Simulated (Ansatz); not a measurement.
All numbers were calculated with Ansatz.

Basis-set series for `[F][Sb]([F])[SiH3]`. The species carries charge 0 and has multiplicity 1. Sb: def2 effective core potential. The geometry is a stationary point of PBE0-D4/def2-TZVP.

```xyz
7

F     0.7393   -2.1299   -0.9103
Sb    1.0915   -0.2898   -1.2941
F    -0.4570   -0.0366   -2.3876
Si   -0.1733    0.5025    0.8523
H    -0.3763    1.9741    0.7803
H     0.6521    0.1832    2.0477
H    -1.4763   -0.2036    0.9118
```

```csv
functional,basis,functions,energy (Eh),HOMO (eV),LUMO (eV)
PBE0-D4,def2-SVP,87,-730.70759,-7.30,-1.58
PBE0-D4,def2-QZVPP,356,-731.11289,-7.42,-1.87
ωB97M-V,def2-SVP,87,-730.88899,-9.23,0.39
ωB97M-V,def2-QZVPP,356,-731.30141,-9.40,-0.09
```

Q: Give the rows for def2-TZVPP. (Estimate.)

A: The calculation gave: 
```csv
functional,basis,functions,energy (Eh),HOMO (eV),LUMO (eV)
PBE0-D4,def2-TZVPP,196,-731.08720,-7.41,-1.83
ωB97M-V,def2-TZVPP,196,-731.27682,-9.37,0.01
```

Positive LUMOs are unbound and depend on the basis.
